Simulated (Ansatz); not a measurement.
System: sum formula H2BO2Br (charge 0, singlet). 
Coordinates optimised at B3LYP-D3(BJ)/def2-TZVP (Ansatz, a quantum-chemistry and plane-wave program):
SMILES: B(O)(O)Br
```xyz
6

O      1.6455    -1.1399     0.4064
B      0.3246    -0.9027     0.2771
O     -0.5544    -1.8945     0.5250
Br    -0.3166     0.8805    -0.2703
H      2.2062    -0.3838     0.2124
H     -1.4760    -1.6469     0.4109
```
Charge 0, spin multiplicity 1.

Property: vertical triplet-singlet gap (E(triplet) - E(singlet); each state is the SCF solution reached for its spin), in kcal/mol. Correlated levels leave the core frozen unless marked. Open shells are spin-unrestricted. Spin-orbit coupling is left out. The frozen core is the preceding noble-gas configuration, with the filled d and f shells of earlier blocks. Non-relativistic. Basis-set limits of correlation are two-point, X^-3; Hartree-Fock from the larger set. [CCSD(T)-MP2]/basis is that difference in the basis named.

```
level                                                          program  vertical triplet-singlet gap (kcal/mol)
-------------------------------------------------------------  -------  ---------------------------------------
HF/aug-cc-pVDZ                                                  Ansatz                                    165.3
PBE/def2-TZVPD                                                  Ansatz                                    157.1
B3LYP/def2-TZVPD                                                Ansatz                                    165.2
CAM-B3LYP/def2-TZVPD                                            Ansatz                                    170.8
RI-MP2/CBS(aug-cc-pVTZ,aug-cc-pVQZ)                             Ansatz                                    176.6
RI-MP2/CBS(aug-cc-pVTZ,aug-cc-pVQZ)+[CCSD(T)-MP2]/aug-cc-pVQZ   Ansatz                                    172.9
CCSD(T)/CBS(aug-cc-pVTZ,aug-cc-pVQZ)                            Ansatz                                    173.0
```
